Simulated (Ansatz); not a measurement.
`F[SiH]1N=C1S`, 7 atoms. Total charge 0; spin multiplicity 1. All runs use 2 threads of an Arm Neoverse V2 on a shared host. Correlated methods freeze the cores.

(1) How many basis functions does each run have, and how long does it take in Ansatz? RKS PBE0-D4/def2-TZVP relaxation (8 steps); RKS PBE0-D4/def2-QZVPP energy; RKS ωB97M-V/def2-QZVPP energy; RKS ωB97X-V/def2-TZVPP energy; RKS ωB97M-V/def2-SVP energy; RKS PBE0-D4/def2-TZVPP energy; RHF-MP2/def2-QZVPP energy; RKS B97M-V/def2-TZVPP energy; direct RPA on PBE orbitals/def2-TZVPP energy; RKS PBE0-D4/def2-SVP energy; RKS PBE0-D4/def2-TZVP frequencies; RHF-CCSD(T)/def2-SVP energy. (Estimate.)

Answers

(1) Computed: Other jobs shared the machine, so times are rough.

```json
{"level": "RKS PBE0-D4/def2-SVP", "job": "energy", "functions": "88", "wall time": "1.6 s", "peak host memory (GiB)": "0.39"}
{"level": "RKS PBE0-D4/def2-TZVPP", "job": "energy", "functions": "205", "wall time": "4 s", "peak host memory (GiB)": "0.45"}
{"level": "RHF-CCSD(T)/def2-SVP", "job": "energy", "functions": "88", "wall time": "4 s", "peak host memory (GiB)": "0.39"}
{"level": "direct RPA on PBE orbitals/def2-TZVPP", "job": "energy", "functions": "205", "wall time": "6.5 s", "peak host memory (GiB)": "0.43"}
{"level": "RKS ωB97M-V/def2-SVP", "job": "energy", "functions": "88", "wall time": "6.5 s", "peak host memory (GiB)": "0.39"}
{"level": "RKS ωB97X-V/def2-TZVPP", "job": "energy", "functions": "205", "wall time": "11 s", "peak host memory (GiB)": "0.54"}
{"level": "RKS PBE0-D4/def2-QZVPP", "job": "energy", "functions": "371", "wall time": "11 s", "peak host memory (GiB)": "1.1"}
{"level": "RKS B97M-V/def2-TZVPP", "job": "energy", "functions": "205", "wall time": "12 s", "peak host memory (GiB)": "0.3"}
{"level": "RHF-MP2/def2-QZVPP", "job": "energy", "functions": "371", "wall time": "23 s", "peak host memory (GiB)": "1.6"}
{"level": "RKS ωB97M-V/def2-QZVPP", "job": "energy", "functions": "371", "wall time": "26 s", "peak host memory (GiB)": "1.2"}
{"level": "RKS PBE0-D4/def2-TZVP", "job": "relaxation (8 steps)", "functions": "179", "wall time": "45 s", "peak host memory (GiB)": "0.42"}
{"level": "RKS PBE0-D4/def2-TZVP", "job": "frequencies", "functions": "179", "wall time": "2.5 min", "peak host memory (GiB)": "0.41"}
```
